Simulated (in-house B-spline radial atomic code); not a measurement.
A fraction x of an electron is removed from 1s in Be³⁺, starting from 1s1 and keeping the highest spin. Level of theory: scalar-relativistic (X2C) HSE06, spin-polarised, spherical fractional occupations, Fermi nucleus of rms radius 2.519 fm; calculated with an all-electron radial atomic-structure program (B-spline basis).

Caution: exact exchange at fractional occupations of open shells leaves self-interaction of up to several eV.

| x | E(x) - E(0) (eV) | 1s up level (eV) |
| --- | --- | --- |
| 0 | 0.0000 | -198.491 |
| 0.11 | 22.0849 | -203.044 |
| 0.15 | 30.2396 | -204.688 |
| 0.26 | 53.0024 | -209.168 |
| 0.41 | 84.8275 | -215.131 |
| 0.5 | 104.3458 | -218.586 |
| 0.53 | 110.9203 | -219.709 |
| 0.63 | 133.0734 | -223.312 |
| 0.86 | 185.2615 | -229.894 |
| 0.94 | 203.6890 | -230.423 |
| 0.99 | 215.1662 | -227.424 |
